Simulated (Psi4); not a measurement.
BaCl2, charge +1, doublet, geometry from GFN2-xTB (such geometries of metal compounds can be far from the true shape) (a state made from the parent by changing its charge; the spin is typed, not shown lowest) (core potentials on Ba); BHHLYP/def2-SVP (Psi4).

The Psi4 input:
```
memory 2 GB

molecule {
1 2
  Ba    0.44228430    0.52411127    0.57675849
  Cl    0.23375230   -0.64466575   -1.88645350
  Cl   -1.69068882   -1.08181843   -0.01345681
}

set basis def2-svp
set reference uks
set scf_type pk
set puream true
set d_convergence 1e-8
set dft_radial_points 99
set dft_spherical_points 590

energy('bhhlyp')
print_variables()
```

Q: Write the output that Psi4 gives for this input, abridged.

A: 
```
   => Loading Basis Set <=

    Name: DEF2-SVP
    Role: ORBITAL
    Keyword: BASIS

    !!!  WARNING: ECP capability is in beta. Please check occupations closely.  !!!

         ---------------------------------------------------------
                                   SCF
               by Justin Turney, Rob Parrish, Andy Simmonett
                          and Daniel G. A. Smith
                              UKS Reference
         ---------------------------------------------------------

  ==> Geometry <==

    Molecular point group: c2v
    Full point group: C2v

    Geometry (in Angstrom), charge = 1, multiplicity = 2:

       Center              X                  Y                   Z               Mass
    ------------   -----------------  -----------------  -----------------  -----------------
         BA          -0.000000000000     0.000000000000     0.798153065146   137.905247000000
         CL           1.360394491566     0.000000000000    -1.573821946543    34.968852682000
         CL          -1.360394491566    -0.000000000000    -1.573821946543    34.968852682000

  Running in c2v symmetry.

  Rotational constants: A =      0.13024  B =      0.06457  C =      0.04317 [cm^-1]
  Rotational constants: A =   3904.59587  B =   1935.70920  C =   1294.13824 [MHz]
  Nuclear repulsion =  122.007599843254070

  Charge       = 1
  Multiplicity = 2
  Electrons    = 43
  Nalpha       = 22
  Nbeta        = 21

  ==> Algorithm <==

  SCF Algorithm Type is PK.
  DIIS enabled.
  MOM disabled.
  Fractional occupation disabled.
  Guess Type is SAD.
  Energy threshold   = 1.00e-06
  Density threshold  = 1.00e-08
  Integral threshold = 1.00e-12

  ==> Primary Basis <==

  Basis Set: DEF2-SVP
    Blend: DEF2-SVP
    Number of shells: 26
    Number of basis functions: 66
    Number of Cartesian functions: 73
    Spherical Harmonics?: true
    Max angular momentum: 3

  Core potential: DEF2-SVP
    Number of shells: 4
    Number of ECP primitives: 10
    Number of ECP core electrons: 46
    Max angular momentum: 3

  ==> DFT Potential <==

   => LibXC <=

    Version 7.1.2
    S. Lehtola, C. Steigemann, M. J. T. Oliveira, and M. A. L. Marques,  SoftwareX 7, 1–5 (2018) (10.1016/j.softx.2017.11.002)

   => Composite Functional: BHANDHLYP <=

    BHandHLYP Hyb-GGA Exchange-Correlation Functional

    A. D. Becke,  J. Chem. Phys. 98, 1372 (1993) (10.1063/1.464304)
    Defined through Gaussian implementation.

    Deriv               =              1
[...]
   @Spin Contamination Metric:   8.340264757E-03
   @S^2 Expected:                7.500000000E-01
   @S^2 Observed:                7.583402648E-01
   @S   Expected:                5.000000000E-01
   @S   Observed:                5.000000000E-01

    Orbital Energies [Eh]
    ---------------------

    Alpha Occupied:

[...]
       8B1    -0.508754

    Alpha Virtual:

[...]
    Beta Occupied:

[...]
    Beta Virtual:

[...]
    Final Occupation by Irrep:
             A1    A2    B1    B2
    DOCC [     9,    2,    7,    3 ]
    SOCC [     0,    0,    1,    0 ]
    NA   [     9,    2,    8,    3 ]
    NB   [     9,    2,    7,    3 ]

  @UKS Final Energy:  -945.36522400535773

   => Energetics <=

    Nuclear Repulsion Energy =            122.0075998432540700
    One-Electron Energy =               -1549.1850805466592647
    Two-Electron Energy =                 512.6436915422007132
    DFT Exchange-Correlation Energy =     -30.8314348441530939
    Empirical Dispersion Energy =           0.0000000000000000
    VV10 Nonlocal Energy =                  0.0000000000000000
    Total Energy =                       -945.3652240053577316

  UHF NO Occupations:
  HONO-2 :    7 B1 1.9995633
  HONO-1 :    9 A1 1.9968338
  HONO-0 :    8 B1 1.0000000
  LUNO+0 :   10 A1 0.0031662
  LUNO+1 :    9 B1 0.0004367
  LUNO+2 :   11 A1 0.0003397
  LUNO+3 :    4 B2 0.0000643

Computation Completed

Properties will be evaluated at   0.000000,   0.000000,   0.000000 [a0]

Properties computed using the SCF density matrix

 Multipole Moments:

 ------------------------------------------------------------------------------------
     Multipole            Electronic (a.u.)      Nuclear  (a.u.)        Total (a.u.)
 ------------------------------------------------------------------------------------

 L = 1.  Multiply by 2.5417464519 to convert [e a0] to [Debye]
 Dipole X            :          0.0000000            0.0000000            0.0000000
 Dipole Y            :          0.0000000            0.0000000            0.0000000
 Dipole Z            :         89.5367322          -86.0362363            3.5004960
 Magnitude           :                                                    3.5004960

 ------------------------------------------------------------------------------------

  Variable Map:
  ----------------------------------------------------------------------------
[...]
  Array Variable Map:
  ----------------------------------------------------------------------------
[...]
[...]
```
